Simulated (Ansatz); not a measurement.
Cu₂Pd, relaxed as a triplet with UKS PBE0-D4/def2-TZVP in Ansatz, starting from the PBE0-D4/def2-TZVP geometry of the neutral singlet. Force threshold 0.02 eV/Å.

In the def2 sets Pd takes a core potential; there is no spin–orbit coupling. The relaxation made no stability test and no search for a lower SCF solution. At PBE0-D4/def2-TZVP a singlet of charge 0 lies 1.50 eV below the triplet, each at its own geometry. The structure comes from a short search, and lower isomers may exist.

Start:

```xyz
3

Pd   -0.565   -0.465    1.214
Cu    1.143   -0.593   -0.522
Cu   -0.578    1.058   -0.691
```

```json
{"step": "1", "energy (eV)": "-92747.9859", "largest force component (eV/Å)": "0.577", "SCF passes": "27"}
{"step": "2", "energy (eV)": "-92748.0182", "largest force component (eV/Å)": "0.293", "SCF passes": "43"}
{"step": "3", "energy (eV)": "-92748.0395", "largest force component (eV/Å)": "0.069", "SCF passes": "39"}
{"step": "4", "energy (eV)": "-92748.0418", "largest force component (eV/Å)": "0.015", "SCF passes": "42"}
```

Force components are those of the run's own axes.

End:

Cartesian coordinates in Å:
```
Pd -0.556 -0.457 1.193
Cu 1.217 -0.672 -0.504
Cu -0.661 1.129 -0.689
```

By distances, no bond broke or formed. The bond that changes most is Cu2–Cu3, from 2.39 to 2.61 Å (atoms count from 1).

No frequencies were taken in this run, so the end may be a saddle point.

Hardware: 4 threads of Intel Xeon on a shared host. Wall time 16 s.
